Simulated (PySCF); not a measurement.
A species of formula C2H10GeSi has this rotational fingerprint, computed with PySCF, PBE0-D3(BJ)/def2-SVP geometry optimisation, gas phase:

* Rotational constants: A = 4298, B = 2217, C = 1604 MHz
* Dipole components: |μa| = 0.92 D, |μb| = 0.19 D, |μc| = 0.20 D
* Inertial defect: -30.49 u·Å²
* κ: -0.55

Problem. Which structure is it? (One computed conformer of each.)
A. `[CH3:1][CH2:2][GeH2:3][SiH3:4]` with C1–C2–Ge3–Si4 -57°
B. `[H][Ge]([CH3])([CH3])[SiH3]` (GeHMe2(SiH3))
C. `C[C@@H]([SiH3])[GeH3]`
D. `[CH3:1][CH2:2][SiH2:3][GeH3:4]` with C1–C2–Si3–Ge4 -63°

Solution. A. It is C[CH2][GeH2][SiH3], an asymmetric top, point group C1. The candidates at the same level (rigid rotor, commonest isotopes):

| SMILES | A (MHz) | B (MHz) | C (MHz) | μa (D) | μb (D) | μc (D) | Δ (u·Å²) | point group | rotor |
| --- | --- | --- | --- | --- | --- | --- | --- | --- | --- |
| [H][Ge]([CH3])([CH3])[SiH3] | 4533 | 2397 | 1838 | 0.96 | 0.00 | 0.41 | -47.33 | near Cs | asymmetric top |
| CC[SiH2][GeH3] | 5891 | 1512 | 1298 | 0.99 | 0.24 | 0.25 | -30.67 | C1 | near-prolate asymmetric top |
| C[C@@H]([SiH3])[GeH3] | 5049 | 1897 | 1482 | 0.01 | 0.77 | 0.41 | -25.34 | C1 | asymmetric top |
| C[CH2][GeH2][SiH3] | 4298 | 2217 | 1604 | 0.92 | 0.19 | 0.20 | -30.49 | C1 | asymmetric top |

`[H][Ge]([CH3])([CH3])[SiH3]` has C 15 % too high; `CC[SiH2][GeH3]` has A 37 % too high; `C[C@@H]([SiH3])[GeH3]` has A 17 % too high. No structure here is proved a minimum.
